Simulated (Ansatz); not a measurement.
Consider the atomization: `S[SiH](Cl)[O][GaH2]` → Cl• + Ga• + 4 H• + O• + S• + Si•.

Calculated with Ansatz (gas phase, PBE0-D4/def2-TZVP geometries, no zero-point term in ΔE). CCSD(T)/CBS adds triple-zeta CCSD(T) − MP2 to the extrapolated MP2 energy (def2 sets, frozen cores). This one scheme is used for every species, atoms too. DFT in def2-TZVPP. HSE06 is defined as in plane-wave codes. Open shells (•) are unrestricted, without spin–orbit coupling. Spin–orbit coupling would lower the free atoms: a little for Cl, O, S, Si; clearly for Ga. Bonds to Ga are less sure, by a few kJ/mol each and by 10 to 20 or more in all where they break to atoms, as the def2 sets lack core-valence functions. Scalar relativity is left out up to krypton. Each species was taken in one conformer, which may not be the lowest.

`S[SiH](Cl)[O][GaH2]`:

Cartesian coordinates in Å:
```
S 1.012 -2.068 -0.464
Si 1.175 -0.034 0.150
Cl 1.332 -0.151 2.197
O -0.095 0.851 -0.290
Ga -1.856 0.838 0.099
H 0.997 -1.742 -1.770
H 2.403 0.596 -0.370
H -2.306 -0.104 1.251
H -2.662 1.815 -0.803
```

| level | ΔE (kJ/mol) |
| --- | --- |
| PBE0-D4 | 2785.1 |
| r2SCAN0-D4 | 2787.6 |
| PBE | 2790.0 |
| r2SCANh | 2808.9 |
| HSE06 | 2762.0 |
| LC-ωPBE | 2784.0 |
| MP2/def2-QZVPP | 2866.1 |
| HF/CBS(def2) | 2043.0 |

Problem. What does CCSD(T)/CBS give? (An estimate is asked.)

Solution. The calculation gave: +2835.9 kJ/mol. The listed levels differ from it by -50.8, -48.3, -45.9, -27.0, -73.9, -51.9, 30.2, -792.9 kJ/mol.

Largest T1 diagnostic among the species: 0.013.

From PBE to PBE0 (25 % exact exchange), in def2-TZVPP and without D4, ΔE moves by −30.7 kJ/mol: exact exchange takes away binding that semilocal exchange gives to molecules. The D4 term adds +49.0 kJ/mol with B3LYP and +25.8 kJ/mol with PBE0; it sums over pairs of atoms, weighted by their polarisabilities, and B3LYP, whose exchange is more repulsive, gets the larger term. Leaving LDA and LC-ωPBE aside and taking each functional with its dispersion term where it has one, the values, not all of them listed here, spread over 132.4 kJ/mol, from BHLYP-D4 to B97M-V. LDA lies +415.9 kJ/mol from PBE without D4, its usual overbinding.

B3LYP here is the variant with VWN-RPA as its local correlation; programs differ in this.

For atomizations the MP2-based limit and the directly extrapolated one differ by several kJ/mol either way, and by 10 to 25 for some Ge, Se and Sn compounds, so smaller differences from it don't rank the levels.
